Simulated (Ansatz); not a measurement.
Reaction (silylene formation by 1,1-elimination): `CO[SiH](C)O` → CH₃OH + `CO[SiH]`

Computed with Ansatz on PBE0-D4/def2-TZVP structures; ΔE is electronic, products minus reactants. CCSD(T)/CBS adds triple-zeta CCSD(T) − MP2 to the extrapolated MP2 energy (def2 sets, frozen cores). This one scheme is used for every species. DFT in def2-TZVPP. One conformer a species, not always the lowest.

```csv
level,ΔE (kcal/mol),difference from CCSD(T)/CBS
ωB97X-V,95.6,0.3
ωB97M-V,93.4,-1.9
B2PLYP,92.5,-2.8
r2SCAN,98.2,2.9
PBE0,93.0,-2.3
MP2/def2-TZVPP,98.9,3.6
SCS-MP2/def2-TZVPP,95.1,-0.2
MP2/def2-QZVPP,100.2,4.9
MP2/CBS(def2),101.0,5.7
CCSD/CBS(def2),95.2,-0.1
CCSD(T)/CBS,95.3,0
```

Largest T1 diagnostic among the species: 0.015.

From PBE to PBE0 (25 % exact exchange), in def2-TZVPP and without D4, ΔE moves by +5.0 kcal/mol. The D4 term adds +3.3 kcal/mol with B3LYP and +1.8 kcal/mol with PBE0; it sums over pairs of atoms, weighted by their polarisabilities, and B3LYP, whose exchange is more repulsive, gets the larger term. In def2-TZVPP, CCSD(T) changes the Hartree–Fock value by +0.7 kcal/mol (the triples alone add +0.1 kcal/mol) and MP2 by +6.4 kcal/mol.

B3LYP here is the variant with VWN-RPA as its local correlation; programs differ in this.
